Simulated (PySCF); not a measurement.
**Spinor energies of Se (selenium, neutral)**

Start: [Ar] 3d10 4s2 4p4; 4p1/2 filled at m_j = -1/2, +1/2; 4p3/2 filled at m_j = +1/2, +3/2. Calculated with PySCF 2.14 in x2c-TZVPall-2c: generalised Hartree-Fock with the X2C-1e Hamiltonian and a Gaussian nucleus; one run each with spin-orbit coupling (SO) switched off, then screened by Boettger's factors.

| spinor shell | electrons | ε, spin-free (eV) | ε, screened SO (eV) | weight of nominal j (screened SO) | rms radius, screened SO (bohr) |
| --- | --- | --- | --- | --- | --- |
| 1s1/2 | 2 | -12737.4 | -12737.1 | 1.000 | 0.0508 |
| 2s1/2 | 2 | -1696.4 | -1696.2 | 1.000 | 0.212 |
| 2p1/2 | 2 | -1486.9 | -1515.5 | 1.000 | 0.187 |
| 2p3/2 | 4 | -1486.9 | -1473.1 | 1.000 | 0.190 |
| 3s1/2 | 2 | -250.68 | -250.61 | 1.000 | 0.612 |
| 3p1/2 | 2 | -182.85 | -187.14 | 0.999 | 0.629 |
| 3d3/2 | 4 | -70.542 | -71.078 | 0.986 | 0.695 |
| 3d5/2 | 6 | -70.542 | -70.075 | 0.990 | 0.697 |
| 4s1/2 | 2 | -23.371 | -23.342 | 0.999 | 1.97 |
| 4p3/2 | 2 | -10.954 | -11.563 | 0.819 | 2.45 |
| 4p1/2 | 2 | -10.954 | -10.369 | 0.709 | 2.49 |

Question: Where does 3p3/2 lie, and what is the 3p spin-orbit splitting (screened SO)?

Answer: At -180.70 eV, 6.439 eV above 3p1/2.

| quantity | spin-free | screened SO |
| --- | --- | --- |
| E (hartree) | -2428.00198 | -2428.12248 |
| M_J | 2 | 2 |
| ⟨J²⟩ | 6.013 | 6.019 |
| ⟨L²⟩ | 2.009 | 2.078 |
| ⟨S²⟩ | 2.004 | 1.974 |

Each row is a mean over spinors that exchange with the open shell spreads, by up to 5.190 eV (4s1/2).

Rows whose weight is well below 1 are mixtures of j = l ± 1/2: exchange outweighs spin-orbit coupling there, and the label is only the starting occupation.

Without spin-orbit coupling the j labels of p, d and f shells carry no meaning; the spin-free column gives the mean over the occupied spinors of each nl shell.
